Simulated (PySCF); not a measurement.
## A small calculation by hand: dipole moment from atomic charges

BH, SMILES [BH] (connectivity only; charge and spin as stated), neutral, multiplicity 1. Atoms are numbered in the order given.

```xyz
2

B      0.0000     0.0000    -0.2071
H      0.0000     0.0000     1.0354
```

Geometry optimised at r2SCAN-D4/def2-TZVPD.

Charges (e) from PBE/def2-TZVPD in PySCF:

```tsv
atom	IAO	ESP fit
B1	-0.001	-0.156
H2	0.001	0.156
```

The dipole moment of the full density is 1.51 D.

Task: What dipole moment does each set of point charges give, and which comes closer to that of the density?

Result: 
μ = Σ q r, and 1 e Å = 4.8032 D.
IAO: Σ q r = (0.000, 0.000, 0.001) e Å, |μ| = 0.01 D.
ESP fit: Σ q r = (0.000, 0.000, 0.194) e Å, |μ| = 0.93 D.
ESP fit comes closer in size. Point charges leave out the atoms' own dipoles (lone pairs, polarised bonds); fits to the potential absorb them, partitions of the density don't.
